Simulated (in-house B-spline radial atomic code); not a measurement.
Atomic self-consistent-field run: K VI (K5+). Method: non-relativistic LC-wPBE, spin-polarised, spherical fractional occupations, exact exchange averaged over the configuration, point nucleus. Calculated with a radial B-spline atomic code at the basis-set limit.

Command:
```bash
python run_scf.py task.json out
```
Settings:
```
Z                19
configuration    [Ne] 3s2 3p2
hamiltonian      nr
method           lc_wpbe
spin_polarised   True
exact_exchange   averaged over the configuration
```

Output (hartree, bohr):
```
 radial grid: 43 intervals, B-splines of order 8, outer radius 12.1053 bohr

 iter        energy (Eh)    residual
    1        -588.730493    5.04e-01
    2        -591.293974    1.73e-01
    3        -591.486559    6.08e-02
    4        -591.511218    2.12e-02
    5        -591.514473    6.64e-03
    6        -591.514784    1.60e-04
    7        -591.514785    1.08e-05
    8        -591.514785    8.76e-07
    9        -591.514785    6.28e-08

 total energy                      -591.51478
 kinetic                             590.9838
 electron-nucleus                  -1360.5107
 Hartree                             208.6911
 exact exchange                       -2.8592
 exchange-correlation                -27.8198

 orbital      occ     eigenvalue          <r>       <r^2>       <1/r>     <1/r^2>       r_max
 1s up      1.000      -132.3621    0.0815318  0.00892786     18.5439     693.668     0.05351
 1s down    1.000      -132.3386    0.0815215  0.00892548     18.5458     693.785      0.0535
 2s up      1.000       -16.2729      0.38855    0.178788     3.77996     58.9135      0.3194
 2s down    1.000       -16.2500     0.388298    0.178432      3.7799     58.8783      0.3195
 2p up      3.000       -13.6959     0.349414     0.15113     3.70499     19.0428      0.2626
 2p down    3.000       -13.6648     0.349313    0.150915     3.70409     19.0298      0.2629
 3s up      1.000        -4.2147      1.14327     1.48857     1.22304     9.20133       1.027
 3s down    1.000        -4.0403      1.14638     1.50026     1.22327     9.23501       1.024
 3p up      2.000        -3.5306      1.19189     1.63754     1.14136     2.88552       1.056

 Slater integrals (Eh)
   F0(3s up,3s up)               0.786228
   F0(3s up,3s down)             0.785244
   F0(3s up,3p up)               0.769946
   G1(3s up,3p up)               0.517402
   F0(3s down,3s down)           0.784265
   F0(3s down,3p up)             0.769011
   F0(3p up,3p up)               0.755139
   F2(3p up,3p up)               0.386971
```

Time taken, with all properties: 0.25 s on 1 thread of Arm Neoverse V2, on a shared host.
